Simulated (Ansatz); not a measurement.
Input file for Ansatz (a program for electronic structure): R-PBE/def2-TZVPPD on GeH4 (SMILES [GeH4]) with ghost functions, monomers drawn apart or pushed together. Files ending in .json are basis or fitting sets from the Basis Set Exchange.

Ansatz 0.2 input:
```yaml
crystal:
  periodic: [false, false, false]
  atoms:
    - {symbol: Ge, position_ang: [0.11057783, 0.05083799, -0.08422467]}
    - {symbol: H, position_ang: [-1.40387662, 0.02942135, 0.15658022]}
    - {symbol: H, position_ang: [0.39073553, 0.12046956, -1.59506055]}
    - {symbol: H, position_ang: [0.74358985, -1.22941606, 0.48266219]}
    - {symbol: H, position_ang: [0.73231329, 1.27433504, 0.60332693]}
basis:
  gaussian:
    orbitals: def2-TZVPPD.json
    ghost_atoms:
      - {symbol: Se, position_ang: [-0.17657739, -1.01999232, 5.34744743]}
      - {symbol: H, position_ang: [-0.37935005, -0.00923388, 6.39660997]}
      - {symbol: H, position_ang: [1.18253795, -0.52574471, 5.08508129]}
hamiltonian:
  xc: {name: PBE}
scf: {lower_state_search: off}
```

Program output:

```
Functional definition: PBE
[...]
these checks for a lower state are left out or cut short: stability, starts, cluster_reference, orbital_swaps, neighbouring_geometries, increment
integrals: 0.12 GiB planned
1128 factors; their error is unknown
mean field: 0.77 GiB planned
mean field evaluation 1: about -56573.2119 eV, gradient 2.5e1 eV
mean field evaluation 2: about -56573.5954 eV, gradient 2.8e1 eV
mean field evaluation 4: about -56574.0754 eV, gradient 5.8e-1 eV
mean field evaluation 8: about -56574.0694 eV, gradient 9.4e-4 eV
mean field -56574.06938033 eV, -2079.0587024456 hartree, gradient 7.4e-6 eV, S^2 0.000000; 0 other end points of the search recorded, 0 dependent functions left out
reference -56574.06941766 eV, -2079.0587038176 hartree; 18, 18 occupied and 195, 195 virtual orbitals, 1128 factors
Total energy: -56574.06941766 eV, -2079.0587038176 hartree
Checks for a lower state left out: stability, starts, cluster_reference, orbital_swaps, neighbouring_geometries, increment
```

Self-consistency was reached.

Cost: very roughly 3 core-seconds.
